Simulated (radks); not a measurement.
Ionisation ladder of aluminium, from Al I to Al XIII. Each ion is in the ground configuration listed by NIST, and IE = E(next ion) - E(this ion), with E = 0 for the bare nucleus. All-electron calculation, Dirac Kohn-Sham, PBE, spin-unpolarised, spherical densities, finite nucleus; open shells fill j = l - 1/2 first; Fermi nuclear charge, rms radius 3.061 fm. Program: a radial shooting solver on a logarithmic mesh with Libxc functionals.

species  configuration  IE, Delta-SCF (eV)  -e(HOMO) (eV)   HOMO
Al I      [Ne] 3s2 3p1                   ?          2.718  3p1/2
Al II         [Ne] 3s2              19.225         14.810  3s1/2
Al III        [Ne] 3s1              28.442         23.747  3s1/2
Al IV             [Ne]                   ?         103.98  2p3/2
Al V      [He] 2s2 2p5                   ?         138.49  2p3/2
Al VI     [He] 2s2 2p4              195.93         175.99  2p3/2
Al VII    [He] 2s2 2p3              237.61         216.33  2p3/2
Al VIII   [He] 2s2 2p2              282.55         259.97  2p1/2
Al IX     [He] 2s2 2p1              329.22         305.52  2p1/2
Al X          [He] 2s2              399.40         378.53  2s1/2
Al XI         [He] 2s1              440.25         420.15  2s1/2
Al XII            [He]              2103.1         2007.6  1s1/2
Al XIII            1s1                   ?         2197.9  1s1/2

Estimate the withheld Delta-SCF values.

Answer. Al I: 5.772 eV (NIST 5.986); Al IV: 120.98 eV (NIST 119.99); Al V: 156.99 eV (NIST 153.83); Al XIII: 2284.4 eV (NIST 2304.1).

Beside tabulated values, note that spin-unpolarised runs miss the spin-polarisation part of the exchange energy of open shells.
